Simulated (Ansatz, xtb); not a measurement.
BH9O2Si3: which of two structures lies lower

Structure I: `B[SiH](O[SiH3])O[SiH3]`, a singlet. Structure II: a singlet given by its coordinates. Both are isolated molecules in the gas phase, relaxed with PBE0-D3(BJ)/def2-SVP; the shapes shown needn't be the lowest conformers.

I (Å):

```xyz
15

B    -2.8052    1.8367    0.8915
O    -0.3669    0.8476   -0.2893
O    -0.2986    1.0178    2.4279
Si   -0.7987    1.7630    1.0309
Si    0.9261    0.2742   -1.1606
Si   -0.3059   -0.4398    3.2226
H    -3.3888    2.7560    0.3666
H    -3.4727    0.9102    1.2892
H    -0.0679    3.0627    0.9916
H     0.4912    0.0623   -2.5698
H     2.0526    1.2561   -1.1274
H     1.3900   -1.0229   -0.5853
H    -1.6682   -1.0542    3.1843
H     0.6661   -1.3773    2.5848
H     0.0893   -0.2027    4.6392
```

II (Å):

```yaml
atoms:
  - { symbol: B, position_ang: [1.1987, -1.2214, -0.2539] }
  - { symbol: O, position_ang: [-0.8525, -0.0111, 1.4872] }
  - { symbol: O, position_ang: [-0.1074, 1.4350, -0.6821] }
  - { symbol: Si, position_ang: [0.0762, -1.4156, 1.4046] }
  - { symbol: Si, position_ang: [-1.1001, 1.3904, 0.6610] }
  - { symbol: Si, position_ang: [1.0306, 0.5309, -1.4605] }
  - { symbol: H, position_ang: [0.2455, -1.0820, -1.0295] }
  - { symbol: H, position_ang: [2.0005, -2.0230, -0.6683] }
  - { symbol: H, position_ang: [-0.8582, -2.5816, 1.3668] }
  - { symbol: H, position_ang: [0.8738, -1.5123, 2.6650] }
  - { symbol: H, position_ang: [-0.7554, 2.5524, 1.5205] }
  - { symbol: H, position_ang: [-2.5076, 1.4587, 0.1895] }
  - { symbol: H, position_ang: [2.3233, 1.2658, -1.5579] }
  - { symbol: H, position_ang: [0.6019, 0.2088, -2.8509] }
  - { symbol: H, position_ang: [1.7417, -0.1650, 0.0913] }
```

Close contacts (Å): B1–Si4 2.01, B1–Si6 2.13, O2–Si4 1.69, O2–Si5 1.65, O3–Si5 1.67, O3–Si6 1.65, B1–H7 1.24, B1–H8 1.21, B1–H15 1.24, Si4–H9 1.49, Si4–H10 1.49, Si5–H11 1.49, Si5–H12 1.49, Si6–H7 1.84, Si6–H13 1.49, Si6–H14 1.49, Si6–H15 1.84.

Problem. Estimate E(II) − E(I) at the level CCSD(T)/def2-SVP + ΔMP2/def2-TZVPP.

Solution. Calculated at CCSD(T)/def2-SVP + ΔMP2/def2-TZVPP: E(II) − E(I) = −15.9 kcal/mol, so structure II lies lower.

The same difference at several levels:

| level | geometry | E(II) − E(I) (kcal/mol) | departure from the last row (kcal/mol) | job, with rough time for the two |
| --- | --- | --- | --- | --- |
| PBE0-D3(BJ)/def2-SVP | PBE0-D3(BJ)/def2-SVP | −23.0 | −7.1 | optimisation, 3.3 min |
| HF/def2-SVP | PBE0-D3(BJ)/def2-SVP | +6.5 | +22.5 | part of the CCSD(T) run |
| MP2/def2-SVP | PBE0-D3(BJ)/def2-SVP | −16.1 | −0.2 | part of the CCSD(T) run |
| CCSD(T)/def2-SVP | PBE0-D3(BJ)/def2-SVP | −13.6 | +2.3 | single point |
| CCSD(T)/def2-SVP + ΔMP2/def2-TZVPP | PBE0-D3(BJ)/def2-SVP | −15.9 |  | single point, 63 s |

HF/def2-SVP puts the two in the other order. The largest departure from CCSD(T)/def2-SVP + ΔMP2/def2-TZVPP is that of HF/def2-SVP, 22.5 kcal/mol. Levels run at GFN2-xTB geometries aren't shown. The last row adds to CCSD(T) the change of the MP2 difference between the two basis sets, here −2.3 kcal/mol.

With thermal terms from frequencies at re-optimised GFN2-xTB minima (ideal gas, soft modes damped towards free rotors, one conformer each, 298.15 K, 1 atm): the zero-point term adds +1.3 kcal/mol; ΔH is −15.7 and ΔG −12.5 kcal/mol.

The correlated steps freeze 18 core orbitals. Codes used: Ansatz 0.2.0, xtb 6.7.1; the last row on 4 threads of Arm Neoverse V1 on a shared host.
